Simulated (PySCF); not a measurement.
## CaSb: energy against distance

Set-up: basis Ca def2-SVPD, Sb def2-SVPD with ECP28; scalar-relativistic core potentials; PySCF 2.14. Energies in eV from Ca + Sb in their ground configurations at the same level. State: ⁴Σ⁻ (quartet), unpaired electrons σ ↑, π ↑↑.

All columns are PBE0. A positive dipole means Ca(−)Sb(+).

```
R (Å)  E (eV)  μ (D)  Mulliken charge on Ca (basis-dependent)  HOMO (eV)  LUMO (eV)  Mayer bond order  ⟨S²⟩
2.662  -0.551  -2.68                                     0.26      -3.98      -2.99              1.31  3.75
2.785  -0.849  -2.81                                     0.24      -4.04      -2.86              1.27  3.75
2.909  -1.010  -2.97                                     0.22      -4.11      -2.73              1.22  3.75
3.002  -1.065  -3.10                                     0.21      -4.16      -2.65              1.19  3.75
3.095  -1.079  -3.24                                     0.21      -4.21      -2.57              1.15  3.76
3.188  -1.063  -3.36                                     0.21      -4.25      -2.49              1.11  3.76
3.312  -1.009  -3.50                                     0.21      -4.31      -2.41              1.05  3.76
3.466  -0.908  -3.62                                     0.20      -4.37      -2.38              0.98  3.76
3.652  -0.767  -3.66                                     0.19      -4.43      -2.44              0.88  3.77
3.900  -0.580  -3.50                                     0.18      -4.50      -2.50              0.73  3.78
```

A fit through these points gives, at Re = 3.088 Å, μ = -3.23 D and dμ/dR = -1.40 D/Å; the reduced mass is 30.04 u.

How strong is the fundamental in the double-harmonic approximation, I = 42.26·(dμ/dR)²/μred km/mol?

I = 42.26·(-1.40)²/30.04 = 2.76 km/mol at PBE0.

Spin–orbit coupling is left out, which matters for elements this heavy, above all for dissociation energies. The state was picked by a PBE0 search and need not be the measured ground state.
